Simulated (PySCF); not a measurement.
IK, charge -1, doublet, at the geometry of the source list (a state made from the parent by changing its charge; the spin is typed, not shown lowest) (core potentials on I), with bond 2-1 at 1.8 times its length; HF/def2-SV(P) run with PySCF.

The PySCF input:
```python
from pyscf import gto, scf

mol = gto.Mole()
mol.atom = '''
    K    -1.05890000   -0.75220000   -0.90220000
    I     2.75314000    1.95572000    2.34572000
'''
mol.basis = 'def2-sv(p)'
mol.ecp = {'I': 'def2-sv(p)'}
mol.charge = -1
mol.spin = 1
mol.verbose = 4
mol.build()

mf = scf.UHF(mol)
mf.kernel()
mo_i, mo_e, stable_i, stable_e = mf.stability(internal=True, external=True, return_status=True, nroots=6, tol=1e-6)
print('internally stable:', stable_i, ' externally stable:', stable_e)
if not stable_i:
    umf = mf.copy()
    umf.scf_summary = {}
    umf.kernel(umf.make_rdm1(mo_i, mf.mo_occ))
mf.analyze()
```

Question: Write the output that PySCF gives for this input, abridged.

Answer: 
```
PySCF version 2.14.0

[INPUT] verbose = 4
[INPUT] num. atoms = 2
[INPUT] num. electrons = 45
[INPUT] charge = -1
[INPUT] spin (= nelec alpha-beta = 2S) = 1
[INPUT] symmetry False subgroup None
[INPUT] Mole.unit = angstrom
[INPUT] Symbol           X                Y                Z      unit          X                Y                Z       unit  Magmom
[INPUT]  1 K     -1.058900000000  -0.752200000000  -0.902200000000 AA   -2.001030993302  -1.421451990898  -1.704910909583 Bohr   0.0
[INPUT]  2 I      2.753140000000   1.955720000000   2.345720000000 AA    5.202680582585   3.695775176334   4.432768364915 Bohr   0.0

nuclear repulsion = 44.1501333248737
number of shells = 20
number of NR pGTOs = 112
number of NR cGTOs = 50
basis = def2-sv(p)
ecp = {'I': 'def2-sv(p)'}

******** <class 'pyscf.scf.uhf.UHF'> ********
method = UHF
initial guess = minao
damping factor = 0
level_shift factor = 0
DIIS = <class 'pyscf.scf.diis.CDIIS'>
diis_start_cycle = 1
diis_space = 8
diis_damp = 0
SCF conv_tol = 1e-09
SCF conv_tol_grad = None
SCF max_cycles = 50
direct_scf = True
direct_scf_tol = 1e-13
number electrons alpha = 23  beta = 22
Set gradient conv threshold to 3.16228e-05
init E= -863.627702437134

cycle= 1 E= -894.341033795094  delta_E= -30.7  |g|= 1.58  |ddm|= 8.18
cycle= 2 E= -889.648353544357  delta_E= 4.69  |g|= 1.25  |ddm|= 8.68
cycle= 3 E= -894.962012705153  delta_E= -5.31  |g|= 0.733  |ddm|= 9.33
cycle= 4 E= -895.698614685105  delta_E= -0.737  |g|= 0.262  |ddm|= 7.28
cycle= 5 E= -895.783173502361  delta_E= -0.0846  |g|= 0.0972  |ddm|= 1.54
cycle= 6 E= -895.802980240133  delta_E= -0.0198  |g|= 0.0366  |ddm|= 0.659
cycle= 7 E= -895.811317349603  delta_E= -0.00834  |g|= 0.0164  |ddm|= 0.525
cycle= 8 E= -895.81271787522  delta_E= -0.0014  |g|= 0.00842  |ddm|= 0.22
cycle= 9 E= -895.813014202836  delta_E= -0.000296  |g|= 0.00149  |ddm|= 0.111
cycle= 10 E= -895.813024406441  delta_E= -1.02e-05  |g|= 0.000538  |ddm|= 0.0101
cycle= 11 E= -895.813026622364  delta_E= -2.22e-06  |g|= 0.000145  |ddm|= 0.0105
cycle= 12 E= -895.813026766257  delta_E= -1.44e-07  |g|= 4.95e-05  |ddm|= 0.00241
cycle= 13 E= -895.813026784638  delta_E= -1.84e-08  |g|= 1.38e-05  |ddm|= 0.00139
cycle= 14 E= -895.813026786228  delta_E= -1.59e-09  |g|= 1.93e-06  |ddm|= 0.000394
cycle= 15 E= -895.813026786245  delta_E= -1.73e-11  |g|= 4.29e-07  |ddm|= 3.46e-05
Extra cycle  E= -895.813026786247  delta_E= -2.27e-12  |g|= 2.12e-07  |ddm|= 2.66e-06
converged SCF energy = -895.813026786247  <S^2> = 0.75016398  2S+1 = 2.000164
uhf_internal: lowest eigs of H = [0.12286713 0.12286713 0.16678579 0.17494432 0.24359819 0.25303481]
<class 'pyscf.scf.uhf.UHF'> wavefunction is stable in the internal stability analysis
uhf_real2complex: lowest eigs of H = [0.06734999 0.06734999 0.08600274 0.09077227 0.12625691 0.12697179]
<class 'pyscf.scf.uhf.UHF'> wavefunction is stable in the real -> complex stability analysis
uhf_external: lowest eigs of H = [2.61359005e-08 6.73284598e-02 6.73284654e-02 8.59574950e-02
 9.07490133e-02 1.20967518e-01]
<class 'pyscf.scf.uhf.UHF'> wavefunction is stable in the UHF/UKS -> GHF/GKS stability analysis
internally stable: True  externally stable: True
**** SCF Summaries ****
Total Energy =                        -895.813026786247065
Nuclear Repulsion Energy =              44.150133324873707
One-electron Energy =                -1438.499036795275970
Two-electron Energy =                  498.535876684155198
Two-electron Coulomb Energy =          552.616468760030557
DFT Exchange-Correlation Energy =      -54.080592075875359
**** MO energy ****
                             alpha | beta                alpha | beta
MO #1   energy= -133.436239385371  | -133.435197258247  occ= 1 | 1
MO #2   energy= -14.4003441743992  | -14.3985104444424  occ= 1 | 1
MO #3   energy= -11.432642547747   | -11.4320044042796  occ= 1 | 1
MO #4   energy= -11.4326123556905  | -11.4320044042795  occ= 1 | 1
MO #5   energy= -11.4326123556904  | -11.4317564737434  occ= 1 | 1
MO #6   energy= -7.45305404378501  | -7.45302844818804  occ= 1 | 1
MO #7   energy= -5.30183948069048  | -5.30178171968054  occ= 1 | 1
MO #8   energy= -5.30120596690744  | -5.30120016868778  occ= 1 | 1
MO #9   energy= -5.30120596690738  | -5.30120016868774  occ= 1 | 1
MO #10  energy= -1.99536067545204  | -1.99532673319589  occ= 1 | 1
MO #11  energy= -1.99514646890347  | -1.99512001151035  occ= 1 | 1
MO #12  energy= -1.99514646890342  | -1.99512001151031  occ= 1 | 1
MO #13  energy= -1.99450680597692  | -1.99450240532078  occ= 1 | 1
MO #14  energy= -1.99450680597691  | -1.99450240532076  occ= 1 | 1
MO #15  energy= -1.66235520607747  | -1.65723203518562  occ= 1 | 1
MO #16  energy= -0.867700942137977 | -0.865506103561791 occ= 1 | 1
MO #17  energy= -0.867700942137868 | -0.865506103561701 occ= 1 | 1
MO #18  energy= -0.866548130173962 | -0.863505599029314 occ= 1 | 1
MO #19  energy= -0.599641010766724 | -0.599410651213539 occ= 1 | 1
MO #20  energy= -0.121576385140006 | -0.120728853010866 occ= 1 | 1
MO #21  energy= -0.120425015252434 | -0.120397230999141 occ= 1 | 1
MO #22  energy= -0.120425015252422 | -0.120397230999135 occ= 1 | 1
MO #23  energy= -0.0605459533757156 | 0.0948483339810267 occ= 1 | 0
MO #24  energy= 0.128503142414856  | 0.159748657920921  occ= 0 | 0
MO #25  energy= 0.138340131103646  | 0.174614101391586  occ= 0 | 0
MO #26  energy= 0.138340131103699  | 0.174614101391672  occ= 0 | 0
MO #27  energy= 0.160795299222336  | 0.194229789370386  occ= 0 | 0
MO #28  energy= 0.308047236424167  | 0.324413344242302  occ= 0 | 0
MO #29  energy= 0.308047236424275  | 0.324413344242386  occ= 0 | 0
MO #30  energy= 0.313347339879582  | 0.331205793086043  occ= 0 | 0
MO #31  energy= 0.313347339879688  | 0.33120579308611   occ= 0 | 0

spin_pop of  0 K 1s        0.00000
spin_pop of  0 K 2s        0.00005
spin_pop of  0 K 3s        0.00033
spin_pop of  0 K 4s        0.89183
spin_pop of  0 K 5s        0.00431
spin_pop of  0 K 2px      -0.00000
spin_pop of  0 K 2py      -0.00000
spin_pop of  0 K 2pz      -0.00000
spin_pop of  0 K 3px      -0.00001
spin_pop of  0 K 3py      -0.00002
spin_pop of  0 K 3pz      -0.00001
spin_pop of  0 K 4px       0.04302
spin_pop of  0 K 4py       0.02177
spin_pop of  0 K 4pz       0.03120
spin_pop of  0 K 3dxy     -0.00000
spin_pop of  0 K 3dyz     -0.00000
spin_pop of  0 K 3dz^2     0.00000
spin_pop of  0 K 3dxz     -0.00000
spin_pop of  0 K 3dx2-y2    0.00000
spin_pop of  0 K 4dxy     -0.00001
spin_pop of  0 K 4dyz     -0.00001
spin_pop of  0 K 4dz^2    -0.00000
spin_pop of  0 K 4dxz     -0.00001
spin_pop of  0 K 4dx2-y2   -0.00000
spin_pop of  1 I 4s        0.00000
spin_pop of  1 I 5s        0.00060
spin_pop of  1 I 6s        0.00050
spin_pop of  1 I 7s        0.00028
spin_pop of  1 I 4px       0.00001
spin_pop of  1 I 4py       0.00001
spin_pop of  1 I 4pz       0.00000
spin_pop of  1 I 5px       0.00002
spin_pop of  1 I 5py       0.00001
spin_pop of  1 I 5pz       0.00000
spin_pop of  1 I 6px       0.00004
spin_pop of  1 I 6py       0.00246
spin_pop of  1 I 6pz       0.00119
spin_pop of  1 I 7px       0.00182
spin_pop of  1 I 7py       0.00043
spin_pop of  1 I 7pz       0.00022
spin_pop of  1 I 4dxy     -0.00001
spin_pop of  1 I 4dyz     -0.00001
spin_pop of  1 I 4dz^2    -0.00001
spin_pop of  1 I 4dxz     -0.00001
spin_pop of  1 I 4dx2-y2    0.00000
spin_pop of  1 I 5dxy      0.00001
spin_pop of  1 I 5dyz      0.00001
spin_pop of  1 I 5dz^2     0.00001
spin_pop of  1 I 5dxz      0.00001
spin_pop of  1 I 5dx2-y2    0.00000
In total            23.00000 | 22.00000

WARN: System has nonzero charge -1; the dipole moment is origin-dependent.
Location of origin: [0. 0. 0.]

Dipole moment(X, Y, Z, Debye): -9.81790, -6.97424, -8.36501
```
